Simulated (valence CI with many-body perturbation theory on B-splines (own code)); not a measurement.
Values are calculated unless marked as measured or tabulated.
## Sensitivity of CI+MBPT for Pd¹³⁺

Level of theory: configuration interaction combined with many-body perturbation theory (CI+MBPT): five valence electrons over a frozen Dirac-Fock core [Ar] 3d10, a basis of 6 s, 6 p, 5 d, 3 f, 1 g functions for each j, with the one-electron correlation potential Σ1 (screened to all orders), the two-electron term Σ2, the three-electron term Σ3, Breit, model QED; selected single and double excitations, second order for the rest, scaled by the run's own slope (own B-spline code, finite nucleus).

No measured levels were compared; by estimate levels hold to about 250 cm⁻¹ or 0.2 % of their energy and the worst to 1 %, as in measured heavy ions of charge 2 to 7; those with d or f electrons hold less well. Among the levels kept, up to 860 cm⁻¹ of a level comes from second order outside the variational space, and about a tenth of that is noise between levels of different J, which matters for small intervals.

The reference run has the lowest level 4s²4p³ ⁴S°_3/2 and an ionisation energy of 312.700 eV. Its largest variational space holds 9998 state functions.

Names give the largest LS component (configuration and term), which can be under half, so a name can repeat, a term be missing and a line seem to break the LS rules; names also repeat where a configuration has a term twice.

Changed runs:
A. scale of Σ1 1 → 0; scale of Σ2 1 → 0; three-electron term on → off; QED terms on → off
B. correlating orbitals by l 3 3 3 2 1 → 6 3 3 2 1
C. selection threshold (hartree) 2e-08 → 1e-05
D. start configuration 4s2 4p3 → 4s2 5p3 (bad on purpose)

Excitation energies of the reference run in cm⁻¹, and shifts in cm⁻¹:

```csv
Level,Reference,A,B,C
4s²4p³ ²D°_3/2,40239,-248,+0.3,-6.1
4s²4p³ ²D°_5/2,55081,-277,+0.6,-5.4
4s²4p³ ²P°_1/2,79540,+244,-0.1,-13
4s²4p³ ²P°_3/2,113449,-879,0,-19
4s4p⁴ ⁴P_5/2,305176,-1710,+11,-35
4s4p⁴ ⁴P_3/2,333126,-2174,+11,-37
4s4p⁴ ⁴P_1/2,338791,-1897,+11,-27
4s4p⁴ ²D_3/2,376626,-499,+10,-55
4s4p⁴ ²D_5/2,388115,-1021,+10,-60
4s4p⁴ ²S_1/2,424839,+1636,+10,-53
4s4p⁴ ²P_3/2,432359,+1460,+8.5,-72
4s²4p²4d ⁴F_3/2,467610,-630,-2.3,-7.8
Ionisation energy (eV),312.700,-0.815,+0.00095,-0.0013
```

Run D: It gave no result: the start configuration must fill the lowest shells above the core. The program said: "5p is not the lowest shell of its kind above the core".
